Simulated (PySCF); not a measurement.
Excitations are Tamm–Dancoff values on a coarser integration grid. The basis has no diffuse functions, so Rydberg states are missing or too high.

Z-matrix (Å, degrees):
```
N
H 1 1.0210
H 1 1.0210 2 108.46
H 1 1.0210 2 108.46 3 -117.60
In 1 2.2826 2 110.46 3 121.19
F 5 1.9569 1 97.29 2 -119.30
F 5 1.9569 6 118.40 3 -102.64
F 5 1.9569 6 118.43 3 102.12
```
Charge 0, spin multiplicity 1.

**Question.** What is the computed total energy, HOMO, LUMO, charge on the central atom (Mulliken), S1–T1 gap (TDA), dipole moment, HOMO–LUMO gap and T1 excitation (TDA) (PBE0-D4/def2-TZVP // PBE0-D4/def2-SVP (PySCF))?

**Answer.** 
* **total energy**: -546.1626 Ha
* **HOMO**: -10.03 eV
* **LUMO**: -1.84 eV
* **charge on the central atom (Mulliken)**: 1.27 e
* **S1–T1 gap (TDA)**: 0.58 eV
* **dipole moment**: 6.10 D
* **HOMO–LUMO gap**: 8.19 eV
* **T1 excitation (TDA)**: 6.07 eV
